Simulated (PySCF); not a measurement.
## Basis and Hamiltonian dependence of the excitation energy of Ca

Ca [Ar] 4s2 (1S) → Ca [Ar] 4s1 4p1 (3P). Calculated with PySCF 2.14 from differences of total energies of unrestricted determinants, without spin-orbit coupling. Values in eV.

| basis | Hamiltonian | functions | UHF | PBE | PBE0 | MP2 (valence) | CCSD(T) (valence) | CCSD(T) (valence and next inner shell) |
| --- | --- | --- | --- | --- | --- | --- | --- | --- |
| def2-TZVPPD | non-relativistic | 36 | 1.010 | 1.762 | 1.667 | 1.472 | 1.679 | n/a |
| aug-cc-pVDZ-X2C | spin-free X2C | 36 | 1.036 | 1.798 | 1.703 | 1.476 | 1.698 | n/a |
| x2c-TZVPPall | spin-free X2C | 36 | 1.038 | 1.792 | 1.697 | 1.498 | 1.704 | n/a |
| ANO-RCC-VTZP | spin-free X2C | 38 | 1.045 | 1.800 | 1.704 | 1.498 | 1.725 | 1.865 |
| aug-cc-pVTZ-X2C | spin-free X2C | 59 | 1.030 | 1.799 | 1.701 | 1.531 | 1.701 | n/a |
| def2-QZVPPD | non-relativistic | 70 | 1.002 | 1.765 | 1.668 | 1.505 | 1.677 | 1.863 |
| x2c-QZVPPall | spin-free X2C | 73 | 1.030 | 1.794 | 1.697 | 1.529 | 1.702 | 1.895 |
| aug-cc-pwCVTZ-X2C | spin-free X2C | 84 | 1.026 | 1.795 | 1.697 | 1.533 | 1.699 | 1.887 |
| x2c-QZVPPall with one added diffuse shell each of s, p, d, f type | spin-free X2C | 89 | 1.030 | 1.794 | 1.697 | 1.535 | 1.701 | 1.893 |
| aug-cc-pwCVTZ-X2C with one added diffuse shell each of s, p, d, f type | spin-free X2C | 100 | 1.026 | 1.795 | 1.697 | 1.533 | 1.699 | 1.887 |
| dyall-av3z | spin-free X2C | 132 | 1.028 | 1.793 | 1.697 | 1.537 | n/a | n/a |
| dyall-av3z | non-relativistic | 132 | 1.000 | 1.763 | 1.668 | 1.511 | n/a | n/a |
| aug-cc-pwCVQZ-X2C | spin-free X2C | 150 | 1.026 | 1.793 | 1.696 | 1.548 | n/a | n/a |

**Question.** Estimate the row for dyall-av2z (non-relativistic, 76 functions).

**Answer.** From the rows with the same Hamiltonian and similar size; the calculation gives UHF 1.01; PBE 1.77; PBE0 1.67; MP2 (valence) 1.49; CCSD(T) (valence) 1.68 (eV).

Frozen in the all-electron rows: valence: [Ar]; valence and next inner shell: [Ne].

Non-relativistic rows lack the scalar-relativistic shift.

Reference for a calculation without spin-orbit coupling: 1.892 eV (measured, between term centres; NIST).
